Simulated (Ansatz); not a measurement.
Reaction (ligand exchange at the Si–C bond): `C[Si](O)(Br)O[SiH3]` + H–F → `O[Si](F)(Br)O[SiH3]` + CH₄

Isolated molecules relaxed with PBE0-D4/def2-TZVP in Ansatz; ΔE leaves out vibrations. CCSD(T)/CBS is the MP2 limit (def2-TZVPP, def2-QZVPP) plus CCSD(T) − MP2 in def2-TZVPP, frozen cores. This one scheme is used for every species. DFT in def2-TZVPP. For Br outer-core shells are correlated without core-valence functions, which leaves a few kJ/mol of doubt a bond. Scalar relativity is left out up to krypton. One conformer a species, not always the lowest.

CCSD(T)/CBS gives -1.41 eV.

Task: Another level gave -1.40 eV. Which?
A. HF/def2-TZVPP
B. MP2/def2-TZVPP
C. PBE-D4/def2-TZVPP
D. ωB97X-V/def2-TZVPP

Result: B. MP2/def2-TZVPP -1.40, PBE-D4 -1.32, ωB97X-V -1.45, HF/def2-TZVPP -1.70 eV.

Largest T1 diagnostic among the species: 0.010.

The D4 term adds +0.08 eV with B3LYP and +0.05 eV with PBE0; it sums over pairs of atoms, weighted by their polarisabilities, and B3LYP, whose exchange is more repulsive, gets the larger term. In def2-TZVPP, CCSD(T) changes the Hartree–Fock value by +0.27 eV (the triples alone add +0.04 eV) and MP2 by +0.29 eV.

B3LYP here is the variant with VWN-RPA as its local correlation; programs differ in this.
